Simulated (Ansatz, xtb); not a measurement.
## Ranking isomers of C7H4BN

10 gas-phase structures of C7H4BN, from a drawn sample of its isomers (lower ones may exist). Each was relaxed with GFN2-xTB:

A. `C#CC1=CC(C#N)=CB1`, a singlet
B. `C#CC1=CC=C(C#N)B1`, a singlet
C. `C#CC1=C(C#N)BC=C1`, a singlet
D. `C#CC1=CC=CB1C#N`, a singlet
E. `C#CB1C=CC=C1C#N`, a singlet
F. `C#CC1=CBC(C#N)=C1`, a singlet
G. `C#CC1=C(C#N)C=CB1`, a singlet
H. `C#CC1=CBC=C1C#N`, a singlet
I. `C#CB1C=CC(C#N)=C1`, a singlet
J. `C#CC1=CB(C#N)C=C1`, a singlet

Task: Make a reasoned guess at their ranking by r2SCAN-D4/def2-SVP single-point energy.

Result: Calculated order at r2SCAN-D4/def2-SVP: E (0.0), I (11.2), J (12.3), D (14.7), C (55.1), B (57.0), F (59.2), G (64.5), H (68.3), A (71.1) kJ/mol. Less than 1 kcal/mol parts I and J; J and D; C and B; B and F; G and H; H and A, so the order within those pairs means little.

Energies above the lowest of each column, in kJ/mol; the last columns are at PBE0-D3(BJ)/def2-SVP geometries and were run for some of them only (a dash: not run or not comparable):

| structure | GFN2-xTB | HF/STO-3G | r2SCAN-D4/def2-SVP | PBE0-D3(BJ)/def2-SVP | CCSD(T)/def2-SVP + ΔMP2/def2-TZVPP |
| --- | --- | --- | --- | --- | --- |
| E | 17.6 | 0.0 | 0.0 | 0.0 | 0.0 |
| I | 27.2 | 7.0 | 11.2 | 10.7 | 8.2 |
| J | 41.2 | 6.1 | 12.3 | 11.6 | 9.4 |
| D | 44.5 | 8.5 | 14.7 | 13.2 | 12.7 |
| C | 0.0 | 54.5 | 55.1 | 53.8 | 58.8 |
| B | 3.5 | 56.1 | 57.0 | 54.8 | 61.8 |
| F | 2.7 | 55.8 | 59.2 | – | – |
| G | 9.1 | 64.5 | 64.5 | – | – |
| H | 10.7 | 64.7 | 68.3 | – | – |
| A | 14.4 | 64.7 | 71.1 | – | – |

CCSD(T)/def2-SVP + ΔMP2/def2-TZVPP puts E lowest of those it was run on; GFN2-xTB picks C. Frequencies (GFN2-xTB) were run for B, C, D, E, I, J alone. ΔMP2 is the change of the MP2 energy from the smaller to the larger basis.

Over these structures GFN2-xTB departs from r2SCAN-D4/def2-SVP by 37.9 kJ/mol on average once a common shift is removed. A GFN2-xTB relaxation took about 0.3 s and the r2SCAN-D4/def2-SVP energy about 6 s on a shared host (Ansatz 0.2.0, xtb 6.7.1).
